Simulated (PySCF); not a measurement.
Excitations are Tamm–Dancoff values on a coarser integration grid. The basis has no diffuse functions, so Rydberg states are missing or too high.

Z-matrix (Å, degrees):
```
C
C 1 1.4218
C 2 1.3869 1 119.74
H 3 1.0999 2 121.31 1 -180.00
H 2 1.1020 3 120.34 4 0.00
C 3 1.4217 4 120.20 2 -180.00
N 6 1.3244 3 124.14 4 179.99
C 7 1.3671 6 117.99 3 0.00
H 6 1.1060 7 116.43 8 180.00
C 8 1.4235 7 117.73 6 180.00
C 10 1.3909 8 120.61 7 -180.00
H 10 1.0997 11 122.51 8 -179.99
C 11 1.4306 10 119.63 12 -179.99
C 13 1.3920 11 121.81 10 0.01
H 13 1.1020 14 119.83 1 179.99
S 11 1.7729 10 124.00 12 0.01
H 16 1.3615 11 96.32 10 -0.06
Si 14 1.8919 13 118.90 15 -0.03
H 18 1.5027 14 108.03 13 0.09
H 18 1.5058 19 109.26 15 -121.36
H 18 1.5058 19 109.26 20 -117.44
```
Charge 0, spin multiplicity 1.

Question: Give the S1–T1 gap (TDA), HOMO–LUMO gap and T1 excitation (TDA) at the level PBE-D3(BJ)/def2-TZVP // PBE-D3(BJ)/def2-SVP (PySCF).

Answer: 
```yaml
S1–T1 gap (TDA): 0.74 eV
HOMO–LUMO gap: 2.83 eV
T1 excitation (TDA): 2.59 eV
```
